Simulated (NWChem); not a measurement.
System: CH₆BN; SMILES NBC

Parts of the log:

```
             Northwest Computational Chemistry Package (NWChem) 7.3.0
             --------------------------------------------------------

 CS  symmetry detected

                             Geometry "geometry" -> ""
                             -------------------------

 Output coordinates in angstroms (scale by  1.889725989 to convert to a.u.)

  No.       Tag          Charge          X              Y              Z
 ---- ---------------- ---------- -------------- -------------- --------------
    1 B                    5.0000    -0.52488065     0.08597400     0.00000000
    2 H                    1.0000    -1.73687683     0.17829293     0.00000000
    3 C                    6.0000     0.17293374    -1.32491278     0.00000000
    4 H                    1.0000    -0.15155174    -1.90848675    -0.87848300
    5 H                    1.0000    -0.15155174    -1.90848675     0.87848300
    6 H                    1.0000     1.27427086    -1.29050783     0.00000000
    7 N                    7.0000     0.19759711     1.27800907     0.00000000
    8 H                    1.0000    -0.24026917     2.18937141     0.00000000
    9 H                    1.0000     1.20959965     1.31336014     0.00000000

 Effective nuclear repulsion energy (a.u.)      67.6613771377

      Symmetry information
      --------------------

 Group name             Cs
 Group number              2
 Group order               2
 No. of unique centers     8

                                Z-matrix (autoz)
                                --------

 Units are Angstrom for bonds and degrees for angles

      Type          Name      I     J     K     L     M      Value
      ----------- --------  ----- ----- ----- ----- ----- ----------
    1 Stretch                  1     2                       1.21551
    2 Stretch                  1     3                       1.57402
    3 Stretch                  1     7                       1.39389
    4 Stretch                  3     4                       1.10344
    5 Stretch                  3     5                       1.10344
    6 Stretch                  3     6                       1.10187
    7 Stretch                  7     8                       1.01109
    8 Stretch                  7     9                       1.01262
    9 Bend                     1     3     4               110.10155
   10 Bend                     1     3     5               110.10155
   11 Bend                     1     3     6               114.52737
   12 Bend                     1     7     8               123.11839
   13 Bend                     1     7     9               123.22017
   14 Bend                     2     1     3               120.67253
   15 Bend                     2     1     7               116.86367
   16 Bend                     3     1     7               122.46380
   17 Bend                     4     3     5               105.52434
   18 Bend                     4     3     6               108.08556
   19 Bend                     5     3     6               108.08556
   20 Bend                     8     7     9               113.66144
   21 Torsion                  2     1     3     4          57.97023
   22 Torsion                  2     1     3     5         -57.97023
   23 Torsion                  2     1     3     6         180.00000
   24 Torsion                  2     1     7     8           0.00000
   25 Torsion                  2     1     7     9         180.00000
   26 Torsion                  3     1     7     8         180.00000
   27 Torsion                  3     1     7     9           0.00000
   28 Torsion                  4     3     1     7        -122.02977
   29 Torsion                  5     3     1     7         122.02977
   30 Torsion                  6     3     1     7          -0.00000

  xc_inp: hfexch multiplicative factor not found.

                           NWChem Geometry Optimization
                           ----------------------------

 maximum gradient threshold         (gmax) =   0.000450
 rms gradient threshold             (grms) =   0.000300
 maximum cartesian step threshold   (xmax) =   0.001800
 rms cartesian step threshold       (xrms) =   0.001200
 fixed trust radius                (trust) =   0.300000
 source of zmatrix                         =   autoz

          -------------------
          Energy Minimization
          -------------------

 Using diagonal initial Hessian
 Scaling for Hessian diagonals: bonds = 1.00  angles = 0.25  torsions = 0.10

          --------
          Step   0

                                 NWChem DFT Module
                                 -----------------

 Summary of "ao basis" -> "ao basis" (spherical)
 ------------------------------------------------------------------------------
       Tag                 Description            Shells   Functions and Types
 ---------------- ------------------------------  ------  ---------------------
 B                           6-31g*                  6       14   3s2p1d
 H                           6-31g*                  2        2   2s
 C                           6-31g*                  6       14   3s2p1d
 N                           6-31g*                  6       14   3s2p1d

      Symmetry analysis of basis
      --------------------------

        a'         40
        a"         14

            General Information
            -------------------
          SCF calculation type: DFT
          Wavefunction type:  closed shell.
          No. of atoms     :     9
          No. of electrons :    24
           Alpha electrons :    12
            Beta electrons :    12
          Charge           :     0
          Spin multiplicity:     1
          Use of symmetry is: on ; symmetry adaption is: on
          Maximum number of iterations: 150
          AO basis - number of functions:    54
                     number of shells:    30
          Convergence on energy requested:  1.00D-06
          Convergence on density requested:  1.00D-05
          Convergence on gradient requested:  5.00D-04

              XC Information
              --------------
                     Hartree-Fock (Exact) Exchange  1.000

      Superposition of Atomic Density Guess
      -------------------------------------

 Sum of atomic energies:        -119.46947612

      Non-variational initial energy
      ------------------------------

 Total energy =    -121.186611
 1-e energy   =    -292.942951
 2-e energy   =     104.094963
 HOMO         =      -0.365634
 LUMO         =       0.062769

      Symmetry analysis of molecular orbitals - initial
      -------------------------------------------------

  Numbering of irreducible representations:

     1 a'          2 a"

  Orbital symmetries:

     1 a'          2 a'          3 a'          4 a'          5 a'
     6 a'          7 a'          8 a'          9 a"         10 a'
    11 a"         12 a'         13 a"         14 a'         15 a'
    16 a'         17 a'         18 a"         19 a'         20 a'
    21 a'         22 a'

   convergence    iter        energy       DeltaE   RMS-Dens  Diis-err
 ---------------- ----- ----------------- --------- --------- ---------
 d= 0,ls=0.0,diis     1   -120.4892091894 -1.88D+02  7.00D-03  2.99D-01
 d= 0,ls=0.0,diis     2   -120.5305360655 -4.13D-02  2.47D-03  4.13D-02
 d= 0,ls=0.0,diis     3   -120.5356320808 -5.10D-03  9.71D-04  4.21D-03
 d= 0,ls=0.0,diis     4   -120.5362768595 -6.45D-04  1.58D-04  1.04D-04
 d= 0,ls=0.0,diis     5   -120.5362929877 -1.61D-05  6.33D-05  6.33D-06
  Resetting Diis
 d= 0,ls=0.0,diis     6   -120.5362943722 -1.38D-06  1.20D-05  1.91D-07
 d= 0,ls=0.0,diis     7   -120.5362944251 -5.29D-08  2.27D-06  1.33D-08

         Total DFT energy =     -120.536294425079
      One electron energy =     -296.007287806154
           Coulomb energy =      125.676969656165
    Exchange-Corr. energy =      -17.867353412795
 Nuclear repulsion energy =       67.661377137705

[...]

      ----------------------
      Optimization converged
      ----------------------

  Step       Energy      Delta E   Gmax     Grms     Xrms     Xmax
  ---- ---------------- -------- -------- -------- -------- --------
@    6    -120.53742203 -5.5D-08  0.00002  0.00001  0.00011  0.00032
                                     ok       ok       ok       ok

                                Z-matrix (autoz)
                                --------

 Units are Angstrom for bonds and degrees for angles

      Type          Name      I     J     K     L     M      Value     Gradient
      ----------- --------  ----- ----- ----- ----- ----- ---------- ----------
    1 Stretch                  1     2                       1.19664    0.00002
    2 Stretch                  1     3                       1.58642    0.00002
    3 Stretch                  1     7                       1.39503   -0.00001
    4 Stretch                  3     4                       1.08888    0.00000
    5 Stretch                  3     5                       1.08888    0.00000
    6 Stretch                  3     6                       1.08763   -0.00001
    7 Stretch                  7     8                       0.99521    0.00001
    8 Stretch                  7     9                       0.99626   -0.00002
    9 Bend                     1     3     4               110.46444   -0.00000
   10 Bend                     1     3     5               110.46444   -0.00000
   11 Bend                     1     3     6               113.97237    0.00000
   12 Bend                     1     7     8               123.09130   -0.00000
   13 Bend                     1     7     9               123.32791    0.00000
   14 Bend                     2     1     3               120.47922   -0.00001
   15 Bend                     2     1     7               117.31551    0.00000
   16 Bend                     3     1     7               122.20527    0.00001
   17 Bend                     4     3     5               105.99812    0.00000
   18 Bend                     4     3     6               107.79126    0.00000
   19 Bend                     5     3     6               107.79126    0.00000
   20 Bend                     8     7     9               113.58078    0.00000
   21 Torsion                  2     1     3     4          58.47615   -0.00000
   22 Torsion                  2     1     3     5         -58.47615    0.00000
   23 Torsion                  2     1     3     6         180.00000    0.00000
   24 Torsion                  2     1     7     8           0.00000    0.00000
   25 Torsion                  2     1     7     9         180.00000    0.00000
   26 Torsion                  3     1     7     8         180.00000   -0.00000
   27 Torsion                  3     1     7     9           0.00000   -0.00000
   28 Torsion                  4     3     1     7        -121.52385   -0.00000
   29 Torsion                  5     3     1     7         121.52385    0.00000
   30 Torsion                  6     3     1     7          -0.00000    0.00000

                         Geometry "geometry" -> "geometry"
                         ---------------------------------

 Output coordinates in angstroms (scale by  1.889725989 to convert to a.u.)

  No.       Tag          Charge          X              Y              Z
 ---- ---------------- ---------- -------------- -------------- --------------
    1 B                    5.0000    -0.53212986     0.09236334     0.00000000
    2 H                    1.0000    -1.72549608     0.18087979     0.00000000
    3 C                    6.0000     0.16920681    -1.33061156     0.00000000
    4 H                    1.0000    -0.14093005    -1.90789668    -0.86960792
    5 H                    1.0000    -0.14093005    -1.90789668     0.86960792
    6 H                    1.0000     1.25598636    -1.28763114     0.00000000
    7 N                    7.0000     0.19796490     1.28108645     0.00000000
    8 H                    1.0000    -0.22814710     2.18045590     0.00000000
    9 H                    1.0000     1.19374629     1.31186403     0.00000000

 Effective nuclear repulsion energy (a.u.)      67.8628816878

      Symmetry information
      --------------------

 Group name             Cs
 Group number              2
 Group order               2
 No. of unique centers     8

                Final and change from initial internal coordinates
                --------------------------------------------------

                                Z-matrix (autoz)
                                --------

 Units are Angstrom for bonds and degrees for angles

[...]

 Rotational Constants
 --------------------
 A=   1.448659 cm-1  (  2.084250 K)
 B=   0.274746 cm-1  (  0.395290 K)
 C=   0.241012 cm-1  (  0.346754 K)

 Temperature                      =   298.15K
 frequency scaling parameter      =   1.0000

 Zero-Point correction to Energy  =   51.107 kcal/mol  (  0.081444 au)
 Thermal correction to Energy     =   53.901 kcal/mol  (  0.085896 au)
 Thermal correction to Enthalpy   =   54.493 kcal/mol  (  0.086840 au)

 Total Entropy                    =   65.173 cal/mol-K
   - Translational                =   37.190 cal/mol-K (mol. weight =  43.0593)
   - Rotational                   =   22.337 cal/mol-K (symmetry #  =        1)
   - Vibrational                  =    5.646 cal/mol-K

 Cv (constant volume heat capacity) =   14.227 cal/mol-K
   - Translational                  =    2.979 cal/mol-K
   - Rotational                     =    2.979 cal/mol-K
   - Vibrational                    =    8.268 cal/mol-K

[normal modes left out]

 ----------------------------------------------------------------------------
 Normal Eigenvalue ||           Projected Infra Red Intensities
  Mode   [cm**-1]  || [atomic units] [(debye/angs)**2] [(KM/mol)] [arbitrary]
 ------ ---------- || -------------- ----------------- ---------- -----------
    1       -0.000 ||    0.000893           0.021         0.871       0.212
    2       -0.000 ||    0.002351           0.054         2.292       0.557
    3        0.000 ||    0.000159           0.004         0.155       0.038
    4        0.000 ||    0.002034           0.047         1.983       0.482
    5        0.000 ||    0.000455           0.010         0.443       0.108
    6        0.000 ||    0.000014           0.000         0.014       0.003
    7      130.511 ||    0.002911           0.067         2.838       0.690
    8      379.276 ||    0.000439           0.010         0.428       0.104
    9      556.808 ||    0.012111           0.279        11.806       2.871
   10      596.541 ||    0.267769           6.178       261.034      63.482
   11      837.935 ||    0.000009           0.000         0.009       0.002
   12      883.381 ||    0.000390           0.009         0.380       0.092
   13      883.820 ||    0.000655           0.015         0.638       0.155
   14     1066.733 ||    0.057586           1.329        56.138      13.653
   15     1127.702 ||    0.005052           0.117         4.925       1.198
   16     1243.584 ||    0.048455           1.118        47.236      11.488
   17     1434.851 ||    0.101680           2.346        99.123      24.106
   18     1511.752 ||    0.124370           2.869       121.242      29.485
   19     1614.364 ||    0.001804           0.042         1.758       0.428
   20     1620.909 ||    0.003999           0.092         3.899       0.948
   21     1813.036 ||    0.133646           3.083       130.285      31.685
   22     2696.286 ||    0.220675           5.091       215.125      52.317
   23     3173.794 ||    0.010939           0.252        10.664       2.593
   24     3224.533 ||    0.034140           0.788        33.281       8.094
   25     3236.219 ||    0.054388           1.255        53.020      12.894
   26     3819.070 ||    0.027023           0.623        26.344       6.407
   27     3915.812 ||    0.024917           0.575        24.290       5.907
 ----------------------------------------------------------------------------
```

Level: Hartree-Fock/6-31G* (spherical d). 

**Question.** Which NWChem input produces such a log?

**Answer.** This is not unique; one that fits is the input that was run:
```
start job
memory heap 200 mb stack 900 mb global 1100 mb
geometry units angstroms
  B     -0.514667     0.090086     0.000000
  H     -1.726354     0.186378     0.000000
  C      0.178518    -1.323081     0.000000
  H     -0.147879    -1.905588    -0.878483
  H     -0.147879    -1.905588     0.878483
  H      1.279962    -1.292287     0.000000
  N      0.211715     1.279746     0.000000
  H     -0.223161     2.192539     0.000000
  H      1.223828     1.311779     0.000000
end
basis spherical
  * library 6-31g*
end
dft
  xc hfexch
  iterations 150
end
driver
  maxiter 120
end
task dft optimize
task dft freq
```
